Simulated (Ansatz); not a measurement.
Start from `[O]=[Mo](=[O])([OH])[F]` and change one element to get `[O]=[Mo](=[O])([OH])[Cl]`.

Ansatz, PBE0-D4/def2-TZVP geometries, multiplicity 1. Each molecule was computed in one conformer, which needn't be the lowest.

Elements past krypton have def2 core potentials.

| property | `[O]=[Mo](=[O])([OH])[F]` |
| --- | --- |
| HOMO–LUMO gap (B3LYP/def2-TZVPP) / eV | 6.44 |
| HOMO–LUMO gap (ωB97M-V/def2-TZVPP) / eV | 11.55 |
| zero-point energy (PBE0-D4/def2-TZVP) / kJ/mol | 58.5 |
| size of the dipole moment (PBE/def2-TZVPP) / D | 2.78 |
| LUMO energy (ωB97M-V/def2-TZVPP) / eV | -0.43 |
| LUMO energy (PBE0/def2-TZVPP) / eV | -2.64 |

Q: Give the same properties after the change, and the shifts. (An estimate is asked.)

A: Computed: 
```tsv
property	`[O]=[Mo](=[O])([OH])[Cl]`	shift
HOMO–LUMO gap (B3LYP/def2-TZVPP) / eV	6.12	-0.32
HOMO–LUMO gap (ωB97M-V/def2-TZVPP) / eV	11.06	-0.49
zero-point energy (PBE0-D4/def2-TZVP) / kJ/mol	56.1	-2.4
size of the dipole moment (PBE/def2-TZVPP) / D	2.72	-0.06
LUMO energy (ωB97M-V/def2-TZVPP) / eV	-0.82	-0.39
LUMO energy (PBE0/def2-TZVPP) / eV	-2.95	-0.31
```

Dipoles are sizes alone; their direction can turn.

B3LYP here is the variant with VWN-RPA as its local correlation; programs differ in this.
